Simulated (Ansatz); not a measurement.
Born–Oppenheimer molecular dynamics of CH₅BOS (9 atoms, charge 0, multiplicity 1). It starts from a relaxed structure.

Computed with RKS B3LYP-D4/6-31G* in Ansatz.

```json
{
 "ensemble": "NVE (Milne-controlled integrator)",
 "time step": "1 fs",
 "steps asked": "150",
 "starting velocities drawn for": "50 K",
 "seed": "672084"
}
```

Frames 10 fs apart, positions in Å, forces in eV/Å.

Velocities at 20.0 fs (Å/ps):

```
C 0.06 1.83 -1.55
B 0.88 -0.41 0.03
O 0.33 -0.30 -0.14
S -0.47 -0.45 0.47
H 1.85 -3.90 -5.23
H 1.75 -2.13 0.57
H -2.87 -0.07 5.54
H -1.80 -0.19 -0.56
H 0.52 7.88 5.17
```

```xyz
9
Properties=species:S:1:pos:R:3:forces:R:3 time_fs=20.0 energy_less_start_eV=0.030 T=17
C 0.237 0.842 -0.684 0.27 0.76 -0.53
B 0.093 -0.464 0.145 -0.05 -0.38 0.18
O 0.881 -1.518 -0.203 0.09 -0.49 0.22
S -1.100 -0.689 1.535 -0.10 0.49 0.08
H -0.674 1.091 -1.253 0.08 -0.18 0.08
H 0.436 1.739 -0.071 0.02 -0.25 -0.01
H 1.069 0.742 -1.411 -0.33 0.06 0.27
H 0.801 -2.316 0.357 -0.06 0.43 -0.24
H -1.509 0.611 1.627 0.08 -0.44 -0.04
9
Properties=species:S:1:pos:R:3:forces:R:3 time_fs=30.0 energy_less_start_eV=0.029 T=18
C 0.238 0.865 -0.700 0.40 -0.38 0.06
B 0.098 -0.472 0.147 -0.02 0.33 -0.24
O 0.887 -1.525 -0.205 -0.14 -0.39 0.32
S -1.105 -0.690 1.540 0.21 -0.19 -0.06
H -0.679 1.046 -1.284 0.16 0.13 0.15
H 0.435 1.731 -0.044 -0.16 -0.10 -0.27
H 1.088 0.756 -1.409 -0.44 0.15 0.32
H 0.756 -2.312 0.358 0.09 0.24 -0.23
H -1.496 0.587 1.655 -0.09 0.20 -0.05
9
Properties=species:S:1:pos:R:3:forces:R:3 time_fs=40.0 energy_less_start_eV=0.033 T=14
C 0.243 0.863 -0.698 0.13 0.47 -0.29
B 0.103 -0.464 0.134 0.06 -0.32 0.16
O 0.886 -1.535 -0.200 -0.21 0.22 0.02
S -1.105 -0.690 1.544 0.47 -0.47 -0.33
H -0.676 1.072 -1.270 0.08 -0.20 -0.01
H 0.366 1.766 -0.074 0.11 -0.26 0.03
H 1.088 0.829 -1.420 -0.41 -0.07 0.39
H 0.736 -2.326 0.340 0.00 0.04 0.02
H -1.516 0.567 1.630 -0.24 0.59 0.01
9
Properties=species:S:1:pos:R:3:forces:R:3 time_fs=50.0 energy_less_start_eV=0.016 T=32
C 0.236 0.872 -0.690 0.34 -0.29 -0.11
B 0.108 -0.470 0.131 -0.22 0.14 0.25
O 0.877 -1.537 -0.195 0.20 0.14 -0.33
S -1.097 -0.687 1.539 0.23 -0.07 -0.20
H -0.677 1.007 -1.284 0.01 0.19 0.04
H 0.362 1.738 -0.027 -0.10 0.01 -0.15
H 1.092 0.835 -1.395 -0.33 0.01 0.31
H 0.724 -2.324 0.336 -0.06 -0.27 0.21
H -1.579 0.565 1.574 -0.07 0.15 -0.02
9
Properties=species:S:1:pos:R:3:forces:R:3 time_fs=60.0 energy_less_start_eV=0.014 T=34
C 0.227 0.864 -0.675 0.26 0.00 -0.06
B 0.098 -0.470 0.145 0.12 -0.08 -0.25
O 0.873 -1.543 -0.197 0.01 0.54 -0.18
S -1.084 -0.682 1.530 -0.37 0.40 0.20
H -0.668 1.042 -1.280 -0.07 -0.08 -0.14
H 0.316 1.741 -0.028 0.10 0.04 0.08
H 1.101 0.828 -1.346 -0.23 0.05 0.11
H 0.712 -2.316 0.349 -0.03 -0.45 0.24
H -1.655 0.560 1.496 0.22 -0.42 0.01
9
Properties=species:S:1:pos:R:3:forces:R:3 time_fs=70.0 energy_less_start_eV=0.023 T=25
C 0.219 0.860 -0.660 0.38 -0.02 -0.30
B 0.095 -0.477 0.144 0.08 -0.07 -0.16
O 0.868 -1.544 -0.196 0.22 0.30 -0.26
S -1.077 -0.677 1.526 -0.59 0.38 0.32
H -0.647 1.025 -1.302 -0.26 0.02 -0.05
H 0.312 1.733 -0.015 -0.05 0.17 0.18
H 1.094 0.844 -1.319 0.04 -0.05 0.01
H 0.726 -2.333 0.335 -0.09 -0.29 0.20
H -1.705 0.535 1.421 0.27 -0.44 0.08
9
Properties=species:S:1:pos:R:3:forces:R:3 time_fs=80.0 energy_less_start_eV=0.020 T=28
C 0.224 0.867 -0.661 -0.03 -0.57 0.17
B 0.096 -0.487 0.132 -0.05 0.26 0.10
O 0.874 -1.545 -0.199 0.23 -0.19 -0.14
S -1.080 -0.673 1.532 -0.18 -0.14 0.13
H -0.664 0.995 -1.280 -0.17 0.14 -0.24
H 0.273 1.714 0.016 0.06 0.31 0.12
H 1.104 0.851 -1.300 0.15 0.11 -0.19
H 0.713 -2.346 0.321 -0.02 0.00 0.01
H -1.716 0.504 1.385 -0.01 0.08 0.05
9
Properties=species:S:1:pos:R:3:forces:R:3 time_fs=90.0 energy_less_start_eV=0.032 T=15
C 0.227 0.863 -0.664 -0.23 0.10 -0.04
B 0.097 -0.484 0.126 0.22 -0.31 0.08
O 0.889 -1.553 -0.209 -0.38 0.03 0.30
S -1.088 -0.671 1.542 0.33 -0.60 -0.11
H -0.644 1.032 -1.302 -0.24 -0.09 -0.12
H 0.261 1.726 -0.004 0.04 0.21 0.29
H 1.093 0.916 -1.312 0.39 -0.18 -0.19
H 0.687 -2.353 0.313 0.13 0.26 -0.19
H -1.705 0.494 1.402 -0.27 0.56 -0.02
9
Properties=species:S:1:pos:R:3:forces:R:3 time_fs=100.0 energy_less_start_eV=0.027 T=21
C 0.226 0.875 -0.676 -0.18 -0.74 0.43
B 0.109 -0.494 0.127 -0.38 0.50 0.14
O 0.891 -1.549 -0.213 -0.05 -0.48 0.20
S -1.096 -0.672 1.547 0.35 -0.40 -0.23
H -0.648 1.008 -1.323 -0.04 0.08 -0.02
H 0.276 1.719 0.010 -0.03 0.24 0.04
H 1.114 0.868 -1.295 0.33 0.07 -0.30
H 0.716 -2.367 0.295 0.09 0.43 -0.21
H -1.682 0.524 1.447 -0.09 0.30 -0.04
9
Properties=species:S:1:pos:R:3:forces:R:3 time_fs=110.0 energy_less_start_eV=0.015 T=34
C 0.232 0.858 -0.674 -0.41 0.18 0.05
B 0.100 -0.478 0.139 0.11 -0.40 0.05
O 0.889 -1.543 -0.217 -0.25 0.02 0.28
S -1.097 -0.677 1.544 0.00 0.35 -0.19
H -0.642 1.011 -1.328 0.08 -0.12 0.06
H 0.273 1.748 -0.037 0.05 -0.02 0.09
H 1.113 0.850 -1.305 0.32 -0.02 -0.23
H 0.757 -2.357 0.306 -0.02 0.36 -0.15
H -1.624 0.579 1.485 0.13 -0.35 0.05
9
Properties=species:S:1:pos:R:3:forces:R:3 time_fs=120.0 energy_less_start_eV=0.021 T=27
C 0.238 0.847 -0.675 -0.48 0.23 -0.02
B 0.096 -0.481 0.153 0.06 0.39 -0.22
O 0.878 -1.524 -0.216 0.09 -0.42 0.18
S -1.095 -0.681 1.537 -0.26 0.51 0.13
H -0.644 0.962 -1.337 0.21 0.05 0.22
H 0.295 1.749 -0.047 -0.07 -0.12 -0.09
H 1.114 0.823 -1.318 0.23 -0.04 -0.11
H 0.757 -2.310 0.340 0.04 -0.04 -0.09
H -1.563 0.608 1.550 0.17 -0.55 0.00
9
Properties=species:S:1:pos:R:3:forces:R:3 time_fs=130.0 energy_less_start_eV=0.021 T=27
C 0.238 0.845 -0.682 -0.43 0.45 0.04
B 0.099 -0.464 0.153 -0.04 -0.19 0.02
O 0.871 -1.522 -0.208 0.19 0.07 -0.21
S -1.094 -0.685 1.533 -0.09 0.11 0.18
H -0.656 0.966 -1.330 0.38 -0.01 0.16
H 0.291 1.751 -0.051 0.04 -0.22 -0.21
H 1.129 0.780 -1.309 0.04 0.15 -0.14
H 0.768 -2.314 0.330 -0.09 -0.25 0.20
H -1.515 0.596 1.619 -0.01 -0.10 -0.03
```

Of the whole run (150 fs, mean temperature of the second half 24 K): The conserved energy stayed within 0.053 meV per atom of its start (net change -0.00078 meV per atom), so the integration is sound. The temperature averaged 0.48 of the 50 K drawn at the start: a run that starts near a minimum puts about half its kinetic energy into the potential. A run of 0.15 ps of so small a system gives no equilibrium averages.

Run time: 7 min on 1 thread of Arm Neoverse V1, on a shared host, peak memory 0.14 GiB.
